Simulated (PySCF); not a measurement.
# Relaxation of triplet IrN₂⁻

Computed with UB3LYP in PySCF with Ir def2-SVPD with ECP60, N def2-SVPD; scalar-relativistic core potentials, no spin–orbit coupling; density-fitted integrals. A (50,194) grid was used.

A hand-made bent start, of C2v symmetry, held to at least that symmetry:

Coordinates in bohr (charge -1 multiplicity 3):
```
Ir    0.0000    0.0000   -0.2404
N     2.7089    0.0000    1.6565
N    -2.7089    0.0000    1.6565
```

Optimiser trace:
```csv
step,E − E(last) (kJ/mol),largest gradient (Eh/bohr)
0,25.19,0.06520
1,1.06,0.01096
2,0.14,0.00456
3,0.00,0.00035
4,0.00,0.00002
```

It ends at C2v with Ir–N 1.724 Å (×2); N–Ir–N 123.5° (after a last refinement on a finer grid). A frequency run shows a minimum. Other isomers or separated fragments may lie lower.

Other spin states or occupations of the open shell can lie lower. At this level a broken-symmetry Ms = 0 minimum of C∞v symmetry lies 175 kJ/mol below this structure. No spin–orbit coupling is included, which matters more the heavier the element.
